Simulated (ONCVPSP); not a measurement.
## An all-electron radial function and its pseudo partner (Ti)

Columns: radius, all-electron u(r) and pseudo u(r) of the 3d shell (level -4.62 eV) of titanium in the configuration [Ne] 3s2 3p6 3d2 4s2; LDA (Perdew-Wang 92), non-relativistic, ONCV scheme, ONCVPSP 4.0.1.

```json
{"r (bohr)": "0.103", "all-electron": "0.0340", "pseudo": "0.0039"}
{"r (bohr)": "0.205", "all-electron": "0.1496", "pseudo": "0.0295"}
{"r (bohr)": "0.308", "all-electron": "0.3018", "pseudo": "0.0923"}
{"r (bohr)": "0.410", "all-electron": "0.4471", "pseudo": "0.1951"}
{"r (bohr)": "0.513", "all-electron": "0.5684", "pseudo": "0.3323"}
{"r (bohr)": "0.615", "all-electron": "0.6579", "pseudo": "0.4842"}
{"r (bohr)": "0.718", "all-electron": "0.7187", "pseudo": "0.6319"}
{"r (bohr)": "0.820", "all-electron": "0.7536", "pseudo": "0.7520"}
{"r (bohr)": "0.923", "all-electron": "0.7688", "pseudo": "0.8332"}
{"r (bohr)": "1.025", "all-electron": "0.7688", "pseudo": "0.8695"}
{"r (bohr)": "1.128", "all-electron": "0.7579", "pseudo": "0.8665"}
{"r (bohr)": "1.230", "all-electron": "0.7395", "pseudo": "0.8344"}
{"r (bohr)": "1.332", "all-electron": "0.7160", "pseudo": "0.7857"}
{"r (bohr)": "1.435", "all-electron": "0.6891", "pseudo": "0.7314"}
{"r (bohr)": "1.538", "all-electron": "0.6602", "pseudo": "0.6808"}
{"r (bohr)": "1.640", "all-electron": "0.6307", "pseudo": "0.6383"}
{"r (bohr)": "1.743", "all-electron": "0.6007", "pseudo": "0.6025"}
{"r (bohr)": "1.845", "all-electron": "0.5713", "pseudo": "0.5716"}
{"r (bohr)": "1.948", "all-electron": "0.5423", "pseudo": "0.5423"}
{"r (bohr)": "2.050", "all-electron": "0.5145", "pseudo": "0.5145"}
{"r (bohr)": "2.153", "all-electron": "0.4874", "pseudo": "0.4874"}
{"r (bohr)": "2.255", "all-electron": "0.4617", "pseudo": "0.4617"}
{"r (bohr)": "2.358", "all-electron": "0.4369", "pseudo": "0.4369"}
{"r (bohr)": "2.460", "all-electron": "0.4135", "pseudo": "0.4135"}
{"r (bohr)": "2.562", "all-electron": "0.3912", "pseudo": "0.3912"}
{"r (bohr)": "2.665", "all-electron": "0.3699", "pseudo": "0.3699"}
```

**Question.** How many radial nodes do the two functions have?

**Answer.** The all-electron 3d function has n − l − 1 = 0; the pseudo-wave has 0.

**Question.** At about which radius was the pseudo-wave matched?

**Answer.** 2.05 bohr. The columns agree to 0.0005 from 1.84 bohr on; several derivatives are matched, so the curves merge somewhat inside the radius.

**Question.** Is the pseudo-wave norm-conserving?

**Answer.** Yes: the ONCV scheme keeps the norm inside the radius equal to the all-electron one, which fixes the energy derivative of the logarithmic derivative at the level.
